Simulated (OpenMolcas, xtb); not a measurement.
## SnH3OF (SMILES [OH][SnH2][F]): methods side by side

The species is SnH3OF (6 atoms), meant as a singlet with charge 0. As SMILES, `[OH][SnH2][F]`. Geometry: relaxed at PBE0-D4/def2-TZVP. This is one conformer, not always the lowest.

```jsonl
{"atom": "O", "x (Å)": "-1.4144", "y (Å)": "-0.3330", "z (Å)": "-0.4250"}
{"atom": "Sn", "x (Å)": "0.3023", "y (Å)": "0.2559", "z (Å)": "0.2837"}
{"atom": "F", "x (Å)": "1.4091", "y (Å)": "-1.3151", "z (Å)": "0.3021"}
{"atom": "H", "x (Å)": "-1.3686", "y (Å)": "-0.6857", "z (Å)": "-1.3167"}
{"atom": "H", "x (Å)": "1.0961", "y (Å)": "1.3171", "z (Å)": "-0.7821"}
{"atom": "H", "x (Å)": "0.0175", "y (Å)": "0.6967", "z (Å)": "1.8919"}
```

Each level gives the dipole moment (D). The values are calculated.

```csv
level,kind,program,value (D)
GFN2-xTB,semi-empirical,xtb,2.87
GFN0-xTB,semi-empirical,xtb,2.96
GFN1-xTB,semi-empirical,xtb,3.80
HF/STO-3G,Hartree–Fock,OpenMolcas,1.71
HF/3-21G,Hartree–Fock,OpenMolcas,2.60
HF/def2-SVP (core potential),Hartree–Fock,OpenMolcas,2.75
HF/def2-TZVP (core potential),Hartree–Fock,OpenMolcas,2.67
PBE/def2-SVPD (core potential),GGA,OpenMolcas,2.36
PBE0/def2-SVP (core potential),global hybrid,OpenMolcas,2.34
```

All-electron rows without a relativistic Hamiltonian named are non-relativistic, while core potentials hold scalar relativity, so basis and relativity change together. The values span 1.71 to 3.80 D. Sets without polarisation functions give poor dipoles. Without the sets that lack polarisation functions the rows with a basis span only 2.34 to 2.75 D.
